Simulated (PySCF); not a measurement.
Unknowns

- GIAO PBE0/pcSseg-1 shieldings
- geometry: GFN2-xTB
- program: PySCF 2.14.0 with density-fitted response routines
- relativity neglected, averaged over atoms made equivalent by symmetry, fast rotation or ring inversion, one computed conformer, no solvent

Shifts are taken against calculated references (same method and geometry level): TMS for $^{1}$H (σ = 31.72 ppm) and $^{13}$C (σ = 186.93 ppm). Splittings of carbon signals by F and P are missing where no couplings were computed. Where no couplings were computed, multiplicities follow the n + 1 count of equivalent neighbours, and m marks all less simple cases (inequivalent or close neighbours, rings, F or P nearby). Shifts are as computed. Against solution values, carbons near 30 ppm lie about +3 ppm off and those near 130 ppm about +5 ppm. Of 1211 compounds with measured shifts, 218 miss one by over three times the rms of a fit or turn the order of signals round; such compounds aren't used in these exercises. OH and NH positions are gas-phase values without hydrogen bonding to other molecules.

Q: C$_{2}$H$_{12}$OSi$_{3}$. $^{1}$H NMR (400 MHz, computed): δ 4.17 (s, 2H), 4.03 (s, 9H), 0.96 (br s, 1H). $^{13}$C{$^{1}$H} NMR (computed): δ 71.2 (CH2), 0.2 (C). What is it?

A: `C(CO)([SiH3])([SiH3])[SiH3]`. The formula gives 0 degrees of unsaturation. 2 carbon signals for 2 carbons: no two carbons are equivalent. Carbon types of the structure: 1 × C, 1 × CH2, leaving 10 H on heteroatoms. δC 71.2: sp3 CH2 bonded to O; deshielded by the electronegative neighbour. δC 0.2: fully substituted sp3 carbon bonded to 3 Si; an electropositive neighbour leaves it electron-rich and shielded. δH 4.17: hydrogen on an sp3 CH2 bonded to O; its carbon carries O, hence the downfield position. δH 0.96: hydrogen on an alcohol oxygen; labile proton, position sensitive to the medium.

The data come from this structure; uniqueness wasn't tested.

Q: C$_{7}$H$_{4}$F$_{4}$O. $^{1}$H NMR (300 MHz, computed): δ 6.81 (m, 1H), 4.44 (m, 1H), 3.26 (m, 2H). $^{13}$C{$^{1}$H} NMR (computed): δ 168.1 (C), 167.2 (C), 144.0 (CH), 137.8 (C), 107.9 (C), 78.4 (CH), 25.8 (CH2). Identify the compound.

A: `C(=C(C1=COC(F)=CC1)F)(F)F`. The formula gives 4 degrees of unsaturation (1 ring in the answer). 7 carbon signals for 7 carbons: no two carbons are equivalent. Carbon types of the structure: 4 × C, 2 × CH, 1 × CH2, which accounts for all hydrogens. δC 168.1, 137.8: fully substituted alkene carbon. δC 167.2, 144.0: alkene carbon bearing oxygen; an sp2 carbon further deshielded by the attached heteroatom. δC 107.9, 78.4: β carbon of an enol-ether or enamine type C=C; the O or N lone pair pushes π density onto this β carbon and shields it. δC 25.8: allylic sp3 CH2; aliphatic region, no heteroatom directly attached.

This is the structure that produced the data.

Q: C$_{7}$H$_{10}$F$_{3}$P. $^{1}$H NMR (600 MHz, computed): δ 1.69 (m, 3H), 1.03 (m, 1H), 0.98 (m, 1H), 0.84 (m, 1H), 0.74 (m, 1H), 0.66 (m, 1H), 0.10 (m, 2H). $^{13}$C{$^{1}$H} NMR (computed): δ 170.9, 144.7, 15.9, 7.4, 4.0, 3.7, -1.9. What is it?

A: `C=[P@@](C)(C(F)=C(F)F)C1CC1`. 7 carbon signals for 7 carbons: no two carbons are equivalent. Carbon types of the structure: 2 × C, 1 × CH, 3 × CH2, 1 × CH3, which accounts for all hydrogens. δC 170.9, 144.7: fully substituted alkene carbon. δC 15.9: methyl carbon bonded to P. δC 7.4, 4.0, 3.7: three-membered-ring carbon; carbons of three-membered rings are unusually shielded. δH 1.03, 0.98, 0.84, 0.74, 0.66: hydrogen on a three-membered-ring carbon; cyclopropane-type protons are shielded by the ring.

The shifts were computed for this structure.
